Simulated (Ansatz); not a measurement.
Consider the atomization: `[SiH3][O][GeH2][O][SiH3]` → Ge• + 8 H• + 2 O• + 2 Si•.

Gas-phase electronic energies from Ansatz, PBE0-D4/def2-TZVP geometries. CCSD(T)/CBS is the MP2 limit (def2-TZVPP, def2-QZVPP) plus CCSD(T) − MP2 in def2-TZVPP, frozen cores. This one scheme is used for every species, atoms too. Functionals use def2-TZVPP. Open shells (•) are unrestricted, without spin–orbit coupling. Spin–orbit coupling would lower the free atoms: a little for O, Si; clearly for Ge. Bonds to Ge are less sure, by a few kJ/mol each and by 10 to 20 or more in all where they break to atoms, as the def2 sets lack core-valence functions. Scalar relativity is left out up to krypton. One conformer a species, not always the lowest.

`[SiH3][O][GeH2][O][SiH3]`:

```xyz
13

Si   -0.217    2.301    0.348
O    -0.957    1.080   -0.457
Ge   -0.400   -0.249   -1.475
O     0.694   -1.244   -0.513
Si    0.550   -2.094    0.881
H    -1.199    3.398    0.529
H     0.259    1.840    1.678
H     0.952    2.805   -0.426
H    -1.649   -1.052   -1.846
H     0.434    0.297   -2.638
H     1.580   -3.162    0.880
H    -0.803   -2.710    0.981
H     0.756   -1.210    2.058
```

**Question.** What is ΔE at CCSD(T)/CBS? (Estimate.)

**Answer.** The calculation gave: +1021.6 kcal/mol.

**Question.** What do these levels give: BLYP-D4, PBE0-D4, r2SCANh-D4, CAM-B3LYP-D4, ωB97M-V, B2PLYP, revPBE, LC-ωPBE, MP2/def2-SVP, HF/def2-QZVPP, MP2/def2-QZVPP, CCSD/CBS(def2)? (Best estimate.)

**Answer.** Ansatz gave: BLYP-D4 1002.2, PBE0-D4 993.0, r2SCANh-D4 1007.0, CAM-B3LYP-D4 1018.9, ωB97M-V 1013.4, B2PLYP 1001.7, revPBE 962.1, LC-ωPBE 999.2, MP2/def2-SVP 948.7, HF/def2-QZVPP 754.4, MP2/def2-QZVPP 1018.8, CCSD/CBS(def2) 1010.2 kcal/mol.

Largest T1 diagnostic among the species: 0.012.

From r2SCAN to r2SCAN0 (25 % exact exchange), in def2-TZVPP and without D4, ΔE moves by −14.4 kcal/mol: exact exchange takes away binding that semilocal exchange gives to molecules. In def2-TZVPP, CCSD(T) changes the Hartree–Fock value by +244.3 kcal/mol (the triples alone add +11.4 kcal/mol) and MP2 by +251.5 kcal/mol; breaking electron pairs costs correlation energy, which Hartree–Fock lacks.

For atomizations the MP2-based limit and the directly extrapolated one differ by several kJ/mol either way, and by 10 to 25 for some Ge, Se and Sn compounds, so smaller differences from it don't rank the levels.
